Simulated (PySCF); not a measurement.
`C#CC#CC#CN`. Level of theory: PBE0/6-31G* geometry optimisation, gas phase (PySCF).

```
atom  x, y, z in Å
C1    -4.0747    0.0272   -0.8046
C2    -2.8789    0.1193   -0.6089
C3    -1.5423    0.2220   -0.3898
C4    -0.3368    0.3143   -0.1921
C5     0.9942    0.4158    0.0269
C6     2.1942    0.5030    0.2309
N7     3.5088    0.6334    0.4020
H8    -5.1242   -0.0528   -0.9777
H9     3.8162    1.2163    1.1701
H10    4.0733   -0.1967    0.2729
```

**Question.** Which two atoms are farthest apart?

**Answer.** H8···H10 and H8···H9, 9.283 Å down to 9.282 Å.

**Question.** What is the repulsion energy of the bare nuclei, Σ ZA·ZB/RAB?

**Answer.** 195.90 Eh over 45 pairs, with full nuclear charges and distances in bohr; the largest single term is 16.68 Eh (C6 with N7).

**Question.** What are the angles C1–C2–C3, C2–C3–C4, C3–C4–C5, C4–C5–C6, C5–C6–N7, H9–N7–H10, C6–N7–H10, C6–N7–H9?

**Answer.** From the scalar product of the two bond vectors; for C1–C2–C3 it is -1.6506 Å² over 1.2152 × 1.3583 Å², cos θ = -1.000000. C1–C2–C3 180.0°; C2–C3–C4 180.0°; C3–C4–C5 180.0°; C4–C5–C6 179.6°; C5–C6–N7 177.3°; H9–N7–H10 113.6°; C6–N7–H10 117.0°; C6–N7–H9 117.0°.

**Question.** How far are the heavy atoms from their best plane (unweighted least squares)?

**Answer.** 0.000 Å rms; none is more than 0.001 Å off.

**Question.** Write the matrix of distances between heavy atoms (Å, lower triangle).

**Answer.** 
```
C1    0.000
C2    1.215  0.000
C3    2.574  1.358  0.000
C4    3.799  2.583  1.225  0.000
C5    5.151  3.936  2.578  1.353  0.000
C6    6.372  5.156  3.798  2.573  1.220  0.000
N7    7.703  6.488  5.129  3.904  2.552  1.332  0.000
```

Stationary, but not proved a minimum.

Hardware: one thread, Intel Xeon Platinum 8488C (x86_64), no GPU, on a shared host. Cost: 18 s, 0.47 GiB resident at most. This is the geometry optimisation.
